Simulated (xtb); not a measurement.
HgI$_{2}$, charge +1, sextet, at a GFN2-xTB geometry of the parent state (such geometries of metal compounds can be far from the true shape) (a state made from the parent by changing its charge; the spin is typed, not shown lowest); xtb 6.7.1 with GFN0-xTB.

The xtb input:
```
$ xtb mol.xyz --gfn 0 --chrg 1 --uhf 5 --json

# file mol.xyz
3

Hg     0.00000000     0.00000000     0.00000000
I      0.00000000     0.00000000     2.68280601
I     -0.00000000    -0.00000000    -2.68280601
```

Problem. What does xtb print? Leave out banner, timings and long lists.

Solution. 
```
   ID    Z sym.   atoms
    1   80 Hg     1
    2   53 I      2, 3

           -------------------------------------------------
          |                Calculation Setup                |
           -------------------------------------------------

           -------------------------------------------------
          |                 G F N 0 - x T B                 |
           -------------------------------------------------

          ...................................................
          :                      SETUP                      :
          :.................................................:
          :  # basis functions                  24          :
          :  # atomic orbitals                  22          :
          :  # shells                            8          :
          :  # electrons                        15          :
          :  electronic temp.          300.0000000     K    :
          :  accuracy                    1.0000000          :
          :  -> integral cutoff          0.2500000E+02      :
          :  -> integral neglect         0.1000000E-07      :
          ...................................................

         :::::::::::::::::::::::::::::::::::::::::::::::::::::
         ::                     SUMMARY                     ::
         :::::::::::::::::::::::::::::::::::::::::::::::::::::
         :: total energy              -5.552485431429 Eh    ::
         :: gradient norm              0.117878835073 Eh/a0 ::
         :: HOMO-LUMO gap              0.000000000000 eV    ::
         ::.................................................::
         :: H0 energy                 -7.099585635615 Eh    ::
         :: repulsion energy           0.014545928201 Eh    ::
         :: electrostat energy         1.533219844185 Eh    ::
         :: -> Gsolv                   0.000000000000 Eh    ::
         ::    -> Gsasa                0.000000000000 Eh    ::
         ::    -> Gshift               0.000000000000 Eh    ::
         :: dispersion energy         -0.000665568200 Eh    ::
         :: short-range corr.          0.000000000000 Eh    ::
         :: add. restraining           0.000000000000 Eh    ::
         :: total charge               1.000000000000 e     ::
         :::::::::::::::::::::::::::::::::::::::::::::::::::::

           -------------------------------------------------
          |                Property Printout                |
           -------------------------------------------------

    * Orbital Energies and Occupations

         #    Occupation            Energy/Eh            Energy/eV
      -------------------------------------------------------------
         1        2.0000           -0.6602915             -17.9674
         2        2.0000           -0.6564190             -17.8621
         3        2.0000           -0.5063863             -13.7795
         4        1.9845           -0.4417971             -12.0219
         5        1.5074           -0.4378790             -11.9153
         6        1.5074           -0.4378790             -11.9153
         7        1.0003           -0.4301232             -11.7042
         8        1.0003           -0.4301232             -11.7042
         9        1.0000           -0.2955280              -8.0417
        10        0.5000           -0.0977369              -2.6596 (HOMO)
        11        0.5000           -0.0977369              -2.6596 (LUMO)
        12                         -0.0504975              -1.3741
        13                         -0.0504975              -1.3741
        14                         -0.0501534              -1.3647
        15                         -0.0501534              -1.3647
        16                         -0.0484701              -1.3189
        17                         -0.0484701              -1.3189
        18                         -0.0457119              -1.2439
        19                          0.1445400               3.9331
        20                          0.1445400               3.9331
        21                          0.1913442               5.2067
        22                          2.3443373              63.7927
      -------------------------------------------------------------
                  HL-Gap            0.0000000 Eh            0.0000 eV
             Fermi-level            0.0000000 Eh            0.0000 eV

     #   Z          covCN         q      C6AA      α(0)
     1  80 Hg       1.763     0.449   252.984    27.732
     2  53 I        0.882     0.276   350.883    32.357
     3  53 I        0.882     0.276   350.883    32.357

 Mol. C6AA /au·bohr⁶  :       2846.243279
 Mol. C8AA /au·bohr⁸  :     268547.225990
 Mol. α(0) /au        :         92.445892

Wiberg/Mayer (AO) data.
largest (>0.10) Wiberg bond orders for each atom

 ---------------------------------------------------------------------------
     #   Z sym  total        # sym  WBO       # sym  WBO       # sym  WBO
 ---------------------------------------------------------------------------
     1  80 Hg   1.608 --     3 I    0.804     2 I    0.804
     2  53 I    0.804 --     1 Hg   0.804
     3  53 I    0.804 --     1 Hg   0.804
 ---------------------------------------------------------------------------

Topologies differ in total number of bonds
Writing topology from bond orders to xtbtopo.mol

 dipole moment from electron density (au)
     X       Y       Z
  -0.0000   0.0000   0.0000  total (Debye):    0.000

           -------------------------------------------------
          | TOTAL ENERGY               -5.552485431429 Eh   |
          | GRADIENT NORM               0.117878835073 Eh/α |
          | HOMO-LUMO GAP               0.000000000000 eV   |
           -------------------------------------------------

normal termination of xtb
```
